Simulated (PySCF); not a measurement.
From one molecule to another.

First species: C₈H₁₀S.
Cartesian coordinates in Å at the PBE0-D3(BJ)/def2-SVP level; atoms count from 1:
```xyz
19
C8H10S angstrom
C     -0.5305    2.8955   -0.6002
C     -1.0456    1.6679   -0.5002
C     -2.3920    1.0521   -0.5127
C     -1.8916   -0.2084   -0.3474
C     -2.4603   -1.5684   -0.2327
C     -0.4957    0.2853   -0.3194
C      0.7082   -0.2898   -0.1877
S      2.2275    0.5775   -0.2075
C      3.3784   -0.7804    0.0821
H     -1.1752    3.7681   -0.7306
H      0.5484    3.0582   -0.5534
H     -3.4012    1.4545   -0.6153
H     -3.5560   -1.5577   -0.3123
H     -2.1853   -2.0256    0.7325
H     -2.0591   -2.2265   -1.0213
H      0.7773   -1.3760   -0.0641
H      3.3244   -1.5297   -0.7210
H      3.1989   -1.2582    1.0561
H      4.3849   -0.3407    0.0859
```

Second species: 7-methoxy-4-methylcoumarin, C11H10O3.
SMILES: `c1c(OC)cc2oc(=O)cc(c2c1)C`

Levels: B3LYP/def2-SVPD for dipole moment, HOMO energy, LUMO energy, HOMO–LUMO gap, static isotropic polarisability and electronic spatial extent ⟨r²⟩ about the centre of nuclear charge; TDDFT B3LYP/def2-SVPD for lowest singlet excitation; TDA B3LYP/def2-SVPD for lowest triplet excitation (Tamm–Dancoff); PBE0-D3(BJ)/def2-SVP for rotational constant A and rotational constant C. Geometries: PBE0-D3(BJ)/def2-SVP. All species are isolated and taken at one optimised geometry, non-relativistic unless stated; the electronic structure was computed with PySCF and density fitting.

Dipoles, sizes and rotational constants follow the conformer. The torsions of the flexible species, by atom-mapped SMILES:
- `[CH2:1]=[C:2]1[CH:3]=[C:4]([CH3:5])/[C:6]1=[CH:7]/[S:8][CH3:9]`: C6–C7–S8–C9 178°
- `[CH3:1][O:2][c:3]1[cH:4][cH:5][c:6]2[c:7]([CH3:8])[cH:9][c:10](=[O:11])[o:12][c:13]2[cH:14]1`: C1–O2–C3–C4 180°

Values for the first species:

```
Dipole moment                                                     : 2.38 D
HOMO energy                                                       : -5.47 eV
LUMO energy                                                       : -0.94 eV
HOMO–LUMO gap                                                     : 4.53 eV
Lowest singlet excitation                                         : 3.93 eV
Lowest triplet excitation (Tamm–Dancoff)                          : 2.74 eV
Static isotropic polarisability                                   : 130.1 au
Electronic spatial extent ⟨r²⟩ about the centre of nuclear charge : 1801 bohr²
Rotational constant A                                             : 2.251 GHz
Rotational constant C                                             : 0.627 GHz
```

Question: Estimate the same properties for the second species, and the change in each.

Answer: 
```tsv
property	first	second	second less first
dipole moment	2.38 D	4.83 D	+2.45 D
HOMO energy	-5.47 eV	-6.34 eV	-0.87 eV
LUMO energy	-0.94 eV	-1.89 eV	-0.95 eV
HOMO–LUMO gap	4.53 eV	4.45 eV	-0.08 eV
lowest singlet excitation	3.93 eV	4.11 eV	+0.18 eV
lowest triplet excitation (Tamm–Dancoff)	2.74 eV	2.96 eV	+0.22 eV
static isotropic polarisability	130.1 au	149.7 au	+19.6 au
electronic spatial extent ⟨r²⟩ about the centre of nuclear charge	1801 bohr²	3056 bohr²	+1255 bohr²
rotational constant A	2.251 GHz	1.262 GHz	-0.989 GHz
rotational constant C	0.627 GHz	0.348 GHz	-0.279 GHz
```

On the first: S1 lies 0.60 eV below the HOMO–LUMO gap; its leading configuration is HOMO→LUMO, weight 0.70. The principal polarisabilities are 76.3, 140.5 and 173.5 au; their mean is the isotropic value.

On the second: The vertical singlet–triplet gap S1 − T1 is 1.15 eV (TDDFT singlet less Tamm–Dancoff triplet; S1: HOMO→LUMO, weight 0.93; T1: HOMO→LUMO, weight 0.93). No computed singlet falls in the visible range (750 to 380 nm, 1.65 to 3.26 eV); S1 lies 0.85 eV above its blue end.
